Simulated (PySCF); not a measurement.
SMILES B[SiH2][SiH2][Si](Cl)(Cl)Cl (H6BCl3Si3) (GFN2-xTB optimised geometry):

```
13

B      1.789    -1.170     0.000
Si    -0.155    -1.170     0.000
Si    -0.941     1.049     0.000
Si    -0.304     2.219     1.903
Cl    -0.887     1.253     3.600
Cl    -0.947     4.132     2.093
Cl     1.739     2.298     1.984
H      2.400    -1.171     0.997
H      2.401    -1.131    -0.996
H     -0.810    -1.821    -1.151
H     -0.808    -1.821     1.152
H     -0.439     1.821    -1.148
H     -2.401     1.168    -0.118
```

Computed with PBE/def2-TZVP (PySCF).

What are the frontier orbital energies and the dipole moment?

HOMO-2 -7.74 eV, HOMO-1 -7.55 eV, HOMO -7.29 eV, LUMO -3.80 eV, LUMO+1 -1.82 eV; dipole moment 1.73 D.

Meta-Löwdin charges at PBE/def2-TZVP: B1 -0.20, Si2 0.22, Si3 0.10, Si4 0.72, Cl5 -0.26, Cl6 -0.24, Cl7 -0.26, H8 0.05, H9 0.05, H10 -0.05, H11 -0.05, H12 -0.04, H13 -0.04.
